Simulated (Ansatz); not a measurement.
`Cl[CH2][GeH]([Cl])[Cl]` + H–F → `FCCl` + `[Cl][GeH2][Cl]` at 600 K and 1 bar (substitution at a C–Ge bond).

Computed with Ansatz on PBE0-D4/def2-TZVP structures; ΔE is electronic, products minus reactants. CBS: MP2 limit from def2 TZ/QZ plus the TZ coupled-cluster correction, frozen cores. This one scheme is used for every species. For Ge outer-core shells are correlated without core-valence functions, which leaves a few kJ/mol of doubt a bond. Scalar relativity is left out up to krypton. One conformer a species, not always the lowest.

```json
{"species": "`Cl[CH2][GeH]([Cl])[Cl]`", "CCSD(T)/CBS energy (Eh)": "-3495.38945", "H − E (kJ/mol)": "162.1", "S (J/(mol·K))": "461.6"}
{"species": "H–F", "CCSD(T)/CBS energy (Eh)": "-100.39570", "H − E (kJ/mol)": "42.3", "S (J/(mol·K))": "194.0"}
{"species": "`FCCl`", "CCSD(T)/CBS energy (Eh)": "-598.81139", "H − E (kJ/mol)": "110.6", "S (J/(mol·K))": "304.1"}
{"species": "`[Cl][GeH2][Cl]`", "CCSD(T)/CBS energy (Eh)": "-2996.94498", "H − E (kJ/mol)": "87.0", "S (J/(mol·K))": "354.5"}
```

H − E and S are ideal-gas, rigid-rotor, harmonic terms from PBE0-D4/def2-TZVP, for one conformer and one mirror image of each species. 1 Eh = 2625.50 kJ/mol, R = 8.31446 J/(mol·K).

Question: By hand: ΔE, ΔH, ΔS and ΔG.

Answer: ΔE = (-598.81139) + (-2996.94498) − (-3495.38945) − (-100.39570) = 0.02878 Eh = 75.6 kJ/mol. Δ(H − E) = 110.6 + 87.0 − 162.1 − 42.3 = -6.8, so ΔH = 68.8 kJ/mol. ΔS = 304.1 + 354.5 − 461.6 − 194.0 = 3.0 J/(mol·K). ΔG = 68.8 − 600 × (3.0)/1000 = 67.0 kJ/mol.

Question: By hand: the equilibrium constant, and the temperature at which ΔG would vanish if ΔH and ΔS stayed fixed.

Answer: log₁₀ K = −ΔG/(RT ln 10) = -5.8. ΔG = 0 at ΔH/ΔS = 22933 K, far beyond where these terms or the molecules hold.

The number of gas molecules stays the same, so ΔS is small and ΔH decides. A doubt of 5 kJ/mol in ΔE shifts log₁₀ K by 0.4 here. Other conformers and mirror images would add mixing entropy, several J/(mol·K) or more a flexible species. Modes under 60 cm⁻¹, often nearly free rotors, make the harmonic entropy too high. These are equilibria of isolated gas molecules and say nothing of rates. Largest T1 diagnostic: 0.010 (customary marks: 0.02 for closed shells, 0.045 for open ones).
